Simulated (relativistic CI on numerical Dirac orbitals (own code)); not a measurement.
One change at a time: Sr¹⁸⁺

Base calculation: Dirac-Coulomb-Breit CI, orbitals from a KLI potential per configuration, model QED (radiative potential, 1s self-energy scaled to tabulated hydrogen-like ionisation energies), unscaled Slater integrals.

Configuration list (outside the closed core [Ne]): 3s2 3p6 3d2, 3s2 3p5 3d3, 3s 3p6 3d3, 3s2 3p6 3d 4s, 3s2 3p6 3d 4p, 3s2 3p6 3d 4d, 3s2 3p6 3d 4f, 3s2 3p5 3d2 4s, 3s2 3p6 4s2, 3s2 3p5 3d2 4p, 3s2 3p6 4s 4p, 3s2 3p6 3d 5s, 3s2 3p6 4p2, 3s2 3p5 3d2 4d, 3s2 3p6 4s 4d, 3s2 3p6 3d 5p, 3s 3p6 3d2 4s, 3s2 3p6 3d 5d, 3s2 3p6 4p 4d, 3s 3p6 3d2 4p, 3s2 3p6 3d 5f, 3s2 3p6 3d 5g, 3s2 3p6 3d 6s, 3s2 3p6 3d 6p, 3s2 3p6 3d 6f, 3p6 3d4, 3p5 3d5, 3p6 3d3 4s, 3p5 3d4 4s. Double excitations out of closed p, d and f shells are left out; levels of such configurations are missing from the list, as are those of other unlisted configurations, and high levels can miss mixing partners. These lack a partner that the ground configuration has and come out too high: 3s2 3p5 3d2 4p, 3s2 3p5 3d2 4d.

The lowest level and the first level of each name with at least 55 % of one term (blank where a level has no safe partner in the second run):

```
            Level  Base (cm⁻¹)  Shift (cm⁻¹)
 3s2 3p6 3d2 3F_2            0             0
 3s2 3p6 3d2 3F_3        14896          +990
 3s2 3p6 3d2 3F_4        29581         +2052
 3s2 3p6 3d2 1D_2        53132          +786
 3s2 3p6 3d2 3P_0        54179           -24
 3s2 3p6 3d2 3P_1        61389          +421
 3s2 3p6 3d2 3P_2        77407         +1788
 3s2 3p6 3d2 1G_4        83892         +1687
 3s2 3p6 3d2 1S_0       182321          +596
3s2 3p5 3d3 5D°_2       814637         +2309
3s2 3p5 3d3 5D°_1       816303         +2168
3s2 3p5 3d3 5D°_0       819747         +2193
3s2 3p5 3d3 5S°_2       824720         +3203
3s2 3p5 3d3 5F°_5       839977         +4294
3s2 3p5 3d3 5F°_1       845706         +2549
3s2 3p5 3d3 5G°_6       860187         +4913
3s2 3p5 3d3 3G°_3       879257         +2726
3s2 3p5 3d3 3F°_2       879488         +3220
3s2 3p5 3d3 3P°_1       901483         +2775
3s2 3p5 3d3 3D°_3       902883         +3578
3s2 3p5 3d3 3G°_5       907529         +3952
3s2 3p5 3d3 3H°_6       912785         +4249
```

At this charge energies of transitions that change n are usually good to better than 1 %, and those within a shell (Δn = 0) to a few per cent. Terms inside the open d or f shell come out 10 to 20 % too wide with unscaled integrals.

Problem. One thing was changed in a second run, which moved the levels as shown. Which?
A. QED terms removed
B. Breit term removed
C. configuration mixing switched off

Solution. B. Breit term removed. The Breit term mainly narrows fine-structure intervals, so removing it widens them.

LS names give the leading component of a level, which can be under half, so a name can repeat, a term be missing and a line seem to break the LS rules.
